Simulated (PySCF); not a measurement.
H7NO2Si2, SMILES N[Si@H](O)O[SiH3].

Coordinates come from a PBE0-D3(BJ)/def2-SVP optimisation. The structure was generated by enumeration; whether it is a known compound was not checked. Other conformers were not sampled.

Vertical ionisation energy (IE) and electron affinity (EA) in eV. Rows of orbital energies are one-electron estimates. Where ΔSCF, EOM or ADC give a negative EA the extra electron is unbound and the value depends on the basis.

```
level                                          IE    EA
-------------------------------------------  ----  ----
−ε(HOMO), −ε(LUMO), ωB97X/def2-TZVP (PySCF)   [?]   [?]
−ε(HOMO), −ε(LUMO), PBE/def2-TZVP (PySCF)    6.40  0.48
```

Problem. Some entries are withheld; supply them. (The exact figures need the calculation; the answer reports its results.)

Solution. 
- −ε(HOMO), −ε(LUMO), ωB97X/def2-TZVP (PySCF), IE: 10.39
- −ε(HOMO), −ε(LUMO), ωB97X/def2-TZVP (PySCF), EA: -2.39
